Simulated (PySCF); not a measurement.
A search over the determinants of PbBr⁺

Unrestricted PBE0; basis Pb def2-SVP with ECP60, Br def2-SVP; scalar-relativistic core potentials; PySCF 2.14. Outer shells of the fragments: Pb+ 5d10 6s2 6p1; Br 3d10 4s2 4p5.

Followed along the bond (rough minima from three points):

| 2Ms+1 | unpaired | ⟨S²⟩ at the start | R at minimum (Å) | Te (eV) |
| --- | --- | --- | --- | --- |
| 1 | none | 0.00 | 2.52 | 0.00 |
| 3 | π ↑↑ | 2.00 | none in the scan | ≤ 2.99 |

Solutions found at the starting distance of 2.610 Å, counted from the lowest of them; the search is not exhaustive and high or unbound solutions are not listed, so other states can lie among these:

```tsv
2Ms+1	unpaired	term	E (eV)	⟨S²⟩	⟨Lz²⟩	μ (D)
1	none	¹Σ⁺	0.00	0.00	0.00	-4.19
3	π ↑↑	mixed	3.32	2.00	2.01	0.95
3	π ↑↑	mixed	3.45	2.00	2.01	0.91
1	π ↑↓	mixed	3.47	1.01	2.01	0.90
3	σ ↑, π ↑	³Π	3.65	2.01	1.00	-1.03
3	σ ↑, π ↑	³Π	5.30	2.00	1.01	1.04
3	σ ↑↑	³Σ⁺	5.39	2.00	0.00	-0.66
```

A term symbol is given only where ⟨S²⟩ and ⟨Lz²⟩ are close to those of a pure state; real π, δ and φ orbitals otherwise mix terms. A positive dipole points towards Br; it is taken about the centre of mass and depends on that origin.

These are scalar-relativistic numbers at best; spin–orbit coupling would shift them, the dissociation energy most. Counting both spins, an empty level lies below a filled one in some of these solutions, because spin and occupation are held.
